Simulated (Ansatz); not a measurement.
Species: MnI, charge 0, multiplicity 7. The spin state was set by rule; other spins were not relaxed. 
Structure (B3LYP-D3(BJ)/def2-TZVP (Ansatz, a first-principles code) minimum search):
```
Mn
I 1 2.6230
```
Charge 0, spin multiplicity 7.

Basis-set convergence of Hartree-Fock and MP2 correlation energies (hartree) with Ansatz. Valence correlation only, unless marked. Open shells are spin-unrestricted. No spin-orbit coupling. The frozen core is the preceding noble-gas configuration, with the filled d and f shells of earlier blocks. Past Kr the def2 sets carry scalar-relativistic core potentials.

```
basis       functions        E(HF)  E(corr, MP2)
----------  ---------  -----------  ------------
def2-SVP           57  -1446.42794      -0.15864
def2-TZVPP        114  -1446.59057      -0.24176
def2-QZVPP        182  -1446.61432      -0.27066
```

Extrapolating the two largest sets (X = 3 and 4) as X^-3: E(corr) = (64·(-0.27066) - 27·(-0.24176))/37 = -0.2917 Eh, an estimate of the basis-set limit. The largest set recovers 92.8 % of it, the smallest 54.4 %.
